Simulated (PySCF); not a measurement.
## Solvent effects on NMR parameters

Bonds (- single, = double, # triple, : aromatic): C1=C2, C2-P3, P3=O4, P3-O5, P3-C6, C6-C7, C7-C8, C8-C9, C9-C6. C1 carries H10, H11; C2 carries H12; C6 carries H13; C7 carries H14, H15; C8 carries H16, H17; C9 carries H18, H19. Formal charges: O5 -1. Stereochemistry as in C=C[P@](=O)([O-])C1CCC1.

Total charge -1. H10 is cis to P3; H15, H16, H19 are cis to P3 on the ring; H11 is trans to P3; H14, H17, H18 are trans to P3 on the ring.

GIAO PBE0/pcSseg-1 in PySCF 2.14 on one PBE0-D3(BJ)/def2-SVP conformer, non-relativistic, equivalent nuclei averaged. Solvents enter as an IEF-PCM continuum (methanol with ε = 32.6, water with ε = 78.4) around the gas-phase geometry. Shifts are referred to TMS computed in the same medium.

Gas phase, δ in ppm: C2 158.1, C1 127.2, C6 37.6, C7 27.8, C9 25.9, C8 23.5, H12 6.24, H10 6.10, H11 5.37, H16 3.19, H19 2.45, H15 1.80, H18 1.63, H14 1.47. Dipole moment 5.30 D.

Problem. How does each δ change in the continuum?

Solution. 
```json
{"atoms": "C2", "environment": "alkene CH", "Δδ, methanol": "-4.4", "Δδ, water": "-4.5"}
{"atoms": "C1", "environment": "terminal =CH2 carbon", "Δδ, methanol": "+8.7", "Δδ, water": "+8.9"}
{"atoms": "C6", "environment": "sp3 CH bonded to P", "Δδ, methanol": "+0.7", "Δδ, water": "+0.8"}
{"atoms": "C7", "environment": "sp3 CH2 in a ring", "Δδ, methanol": "-0.6", "Δδ, water": "-0.6"}
{"atoms": "C9", "environment": "sp3 CH2 in a ring", "Δδ, methanol": "-1.3", "Δδ, water": "-1.3"}
{"atoms": "C8", "environment": "sp3 CH2 in a ring", "Δδ, methanol": "+1.3", "Δδ, water": "+1.3"}
{"atoms": "H12", "environment": "hydrogen on an alkene CH", "Δδ, methanol": "+0.09", "Δδ, water": "+0.09"}
{"atoms": "H10", "environment": "hydrogen on a terminal =CH2 carbon", "Δδ, methanol": "+0.08", "Δδ, water": "+0.08"}
{"atoms": "H11", "environment": "hydrogen on a terminal =CH2 carbon", "Δδ, methanol": "+0.75", "Δδ, water": "+0.78"}
{"atoms": "H16", "environment": "hydrogen on an sp3 CH2 in a ring", "Δδ, methanol": "-0.52", "Δδ, water": "-0.54"}
{"atoms": "H19", "environment": "hydrogen on an sp3 CH2 in a ring", "Δδ, methanol": "-0.43", "Δδ, water": "-0.45"}
{"atoms": "H15", "environment": "hydrogen on an sp3 CH2 in a ring", "Δδ, methanol": "-0.27", "Δδ, water": "-0.28"}
{"atoms": "H18", "environment": "hydrogen on an sp3 CH2 in a ring", "Δδ, methanol": "+0.52", "Δδ, water": "+0.54"}
{"atoms": "H14", "environment": "hydrogen on an sp3 CH2 in a ring", "Δδ, methanol": "+0.54", "Δδ, water": "+0.57"}
```

Changes are relative to the gas phase. The dipole moment becomes 7.37 D in methanol, 7.44 D in water.

Problem. Which of the listed nuclei move most (in ppm), and what does the model miss? (N and O are left out, as their reference compounds move with the solvent too.)

Solution. C1 (terminal =CH2 carbon, +8.9 ppm) in water. A continuum only polarises the solute; specific hydrogen bonds, the anisotropy of aromatic solvents and changes of geometry or conformer are outside it, as are counter-ions.
